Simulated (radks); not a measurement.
Pd28+, 18 electrons, occupied as [Ar].

Method: Dirac Kohn-Sham, BLYP, spin-unpolarised, spherical densities, point nucleus; computed with a radial shooting solver on a logarithmic mesh with Libxc functionals.

Energy parts (eV):
part                       energy
total                 -122716.913
kinetic                128857.584
electron-nucleus      -271473.353
Hartree                 22629.514
exchange-correlation    -2730.658

Orbitals (lengths in bohr, moments of r in powers of bohr; <r^-3> diverges for s and p1/2):
orbital  occ.  eigenvalue (eV)  <r^-3>      <r^4>
1s1/2       2        -25498.85       -  4.884e-06
2s1/2       2        -4846.870       -  0.0008295
2p1/2       2        -4601.876       -  0.0005392
2p3/2       4        -4440.145    3301  0.0006144
3s1/2       2        -1739.728       -    0.02654
3p1/2       2        -1650.502       -    0.02410
3p3/2       4        -1613.702   764.9    0.02628
3d3/2       0        -1477.032   125.5    0.01780
3d5/2       0        -1468.705   118.7    0.01826
4s1/2       0        -880.1687       -     0.3526

The highest occupied level is 3p3/2 at -1613.7 eV. Summed over all electrons, <r^2> = 1.195 bohr^2, which gives a Langevin (diamagnetic) susceptibility term of -0.947 x 10^-6 cm^3/mol.
